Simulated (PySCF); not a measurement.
**A search over the determinants of CrF**

Unrestricted PBE0; PySCF, no relativity, basis sets Cr def2-TZVPP, F def2-TZVPP. Outer shells of the fragments: Cr 3d5 4s1; F 2s2 2p5.

Followed along the bond (rough minima from three points):

```json
{"2Ms+1": "6", "unpaired": "σ ↑, π ↑↑, δ ↑↑", "⟨S²⟩ at the start": "8.76", "R at minimum (Å)": "1.79", "Te (eV)": "0.00"}
{"2Ms+1": "4", "unpaired": "σ ↓, π ↑↑, δ ↑↑", "⟨S²⟩ at the start": "4.76", "R at minimum (Å)": "1.77", "Te (eV)": "1.21"}
{"2Ms+1": "6", "unpaired": "σ ↑↑, π ↑, δ ↑↑", "⟨S²⟩ at the start": "8.76", "R at minimum (Å)": "1.82", "Te (eV)": "1.24"}
{"2Ms+1": "2", "unpaired": "σ ↓, π ↑↓, δ ↑↑", "⟨S²⟩ at the start": "2.75", "R at minimum (Å)": "1.76", "Te (eV)": "2.53"}
```

Solutions found at the starting distance of 1.780 Å, counted from the lowest of them; the search is not exhaustive and high or unbound solutions are not listed, so other states can lie among these:

```tsv
2Ms+1	unpaired	term	E (eV)	⟨S²⟩	⟨Lz²⟩	μ (D)
6	σ ↑, π ↑↑, δ ↑↑	⁶Σ⁺	0.00	8.76	0.00	-4.19
4	σ ↓, π ↑↑, δ ↑↑	mixed	1.21	4.76	0.00	-2.88
6	σ ↑↑, π ↑, δ ↑↑	⁶Π	1.26	8.76	1.00	-1.56
4	π ↑, δ ↑↑	mixed	1.71	4.52	1.05	-2.36
4	σ ↑, π ↑↓, δ ↑↑	mixed	1.79	4.76	2.03	-4.11
6	σ ↑↑, π ↑↑, δ ↑	⁶Δ	1.97	8.75	4.00	-1.83
4	π ↑↑, δ ↑	mixed	2.30	4.40	4.00	-2.91
2	σ ↓, π ↑↓, δ ↑↑	mixed	2.53	2.75	2.20	-2.99
2	π ↓, δ ↑↑	mixed	2.94	2.46	1.06	-2.44
4	π ↑, δ ↑↑	mixed	2.99	3.79	2.41	-3.86
4	π ↑↑, δ ↑	⁴Δ	3.18	3.76	4.02	-4.93
2	σ ↓↓, π ↑, δ ↑↑	mixed	3.26	2.72	1.15	-1.12
2	π ↑↓, δ ↑	mixed	3.50	2.36	6.04	-2.82
2	σ ↓↓, π ↑↑, δ ↑	mixed	3.80	2.75	4.00	-1.46
```

A term symbol is given only where ⟨S²⟩ and ⟨Lz²⟩ are close to those of a pure state; real π, δ and φ orbitals otherwise mix terms. A positive dipole means Cr(−)F(+).

With d or f electrons several states lie close, and the lowest PBE0 determinant need not be the measured ground state.
